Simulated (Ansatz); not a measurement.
Mulliken charges of `F[SiH2][SnH3]` from B3LYP/def2-TZVPP in Ansatz (PBE0-D4/def2-TZVP geometry).

```
atom   x (Å)   y (Å)   z (Å)  charge (e)
  F1  -2.233  -0.243  -0.727      -0.324
 Si2  -0.780   0.402  -0.959       0.416
 Sn3   0.804  -0.385   0.902       0.413
  H4  -0.305  -0.028  -2.300      -0.074
  H5  -0.938   1.880  -0.955      -0.074
  H6   0.239   0.111   2.433      -0.118
  H7   0.952  -2.084   0.897      -0.118
  H8   2.353   0.291   0.654      -0.122
```

Q: By hand: the dipole of these point charges (1 e Å = 4.8032 D).

A: Σ q r = (0.395, 0.147, -0.023) e Å, of length 0.422 e Å = 2.03 D.

Q: How does the dipole of the full density compare? (Estimate.)

A: The calculation gave: (0.206, 0.101, -0.046) e Å, 1.12 D; the point charges give 1.81 times that, at 10° from its direction.

Point charges leave out the atoms' own dipoles, such as those of lone pairs, and Mulliken's split depends on the basis, so the two needn't agree.

B3LYP here is the variant with VWN-RPA as its local correlation; programs differ in this.
